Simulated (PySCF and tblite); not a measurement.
Results of a calculation; reference values are marked as such.
C5H9Br, numbered as in [Br:1][CH:2]1[CH2:3][CH2:4][CH2:5][CH2:6]1. Free energies: B3LYP-D3(BJ)/def2-TZVP (IEF-PCM, chloroform) on PBE0-D3(BJ)/def2-SVP structures plus GFN2-xTB thermal terms, symmetry and mirror images included. Conformers within 3 kcal/mol (GFN2-xTB free energy) were kept, 8 at most. GIAO shieldings: wB97X-D/pcSseg-1 (IEF-PCM, chloroform). Shifts are against TMS (¹H), TMS (¹³C) at the same level. Run with PySCF (density fitting) and tblite.

The 5-ring runs over atoms 2–3–4–5–6.

```tsv
conformer	shape	point group	mirror pair	ΔE(DFT)	Δ(G−E) at 330 K	δ H2 (ppm)
1	5-ring envelope (ring torsions -24, 0, 24, -39, 39°)	Cs	no	0.00	0.00	4.40
2	5-ring envelope (ring torsions 26, -1, -25, 42, -42°)	Cs	no	0.78	-0.35	3.57
```

Energies in kcal/mol; the thermal term leaves out symmetry numbers and mirror images.

Work out the weights at 330 K and the ¹H shift of H2 under fast exchange.

RT = 0.656 kcal/mol. Each conformer gets RT ln(σ/g), with σ the rotational symmetry number and g = 2 for a mirror pair: 1: σ = 1, g = 1, G = 0.00 + 0.00 + 0.00 = 0.00, 0.00 above the lowest, exp(−ΔG/RT) = 1.000; 2: σ = 1, g = 1, G = 0.78 − 0.35 + 0.00 = 0.42, 0.42 above the lowest, exp(−ΔG/RT) = 0.526. The sum is 1.526, so the weights are 65.5, 34.5 %. The averaged shift is 4.11 ppm. At 298.15 K it is 4.14 ppm. At 298.15 K the leading conformer alone gives 4.40 ppm and bare DFT energies give 4.22 ppm.

Spin–orbit effects of the heavy atoms on shieldings are missing.
